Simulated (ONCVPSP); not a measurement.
# PBEsol ONCV dataset for chromium, scalar-relativistic all-electron reference.

- Element: chromium (Cr)
- Generator: ONCVPSP 4.0.1
- Type: optimised norm-conserving Vanderbilt (ONCV)
- Functional: PBEsol
- Relativity: scalar-relativistic
- Frozen core: [Ne]
- Valence charge: 14
- Reference configuration: 3s2 3p6 3d5 4s0.5 (charge +0.5)
- Partial waves: 3s+4s: rc 1.70 bohr, ncon 5, nbas 8, qcut 6.4 1/bohr, 2 projectors; 3p: rc 0.90 bohr, ncon 4, nbas 9, qcut 9.5 1/bohr, 3 projectors, debl 0.8 Ha; 3d: rc 1.65 bohr, ncon 4, nbas 8, qcut 7.5 1/bohr, 3 projectors, debl 1.1 Ha
- Local potential: polynomial inside 0.55 bohr (lpopt 5, dvloc0 1 Ha)
- Core correction: polynomial model core, fcfact 0.65

In the p channel the program set the typed energies aside and used -1.788, 0.250, 1.050 Ha.

All-electron outer shells of the reference configuration (PBEsol, scalar-relativistic, ld1.x):

```json
{"shell": "2p", "level (eV)": "-563.47", "outermost node (bohr)": "–", "outermost maximum (bohr)": "0.20"}
{"shell": "3s", "level (eV)": "-77.05", "outermost node (bohr)": "0.36", "outermost maximum (bohr)": "0.78"}
{"shell": "3p", "level (eV)": "-48.64", "outermost node (bohr)": "0.33", "outermost maximum (bohr)": "0.80"}
{"shell": "4s", "level (eV)": "-6.85", "outermost node (bohr)": "1.12", "outermost maximum (bohr)": "2.68"}
{"shell": "3d", "level (eV)": "-6.21", "outermost node (bohr)": "–", "outermost maximum (bohr)": "0.84"}
```

(1) Estimate the cutoffs (Ha) at which the residual kinetic energy of the hardest occupied pseudo-wave falls to 1 and 0.1 mHa per electron.

(2) What does a ghost test show?

(3) Which valence shell sets the plane-wave cutoff?

(4) Tests: 3s2 3p6 3d5 4s1; 3s2 3p6 3d5 4s0; 3s2 3p6 3d4 4s0; 3s2 3p6 3d3 4s0. Which has the largest error in its energy relative to the reference configuration, and how large is it?

Results:

(1) 39 Ha and 192 Ha.

(2) Ghosts flagged at negative energy: p at -2181.8 eV; GHOST(+) flagged for s at 95.1 eV. A true bound ghost makes a file unfit for plane-wave use.

(3) 3p: 39 Ha for 1 mHa per electron, against 28 Ha for 3d.

(4) 3s2 3p6 3d3 4s0, with +179 meV (all-electron minus pseudo) on +50.89 eV.
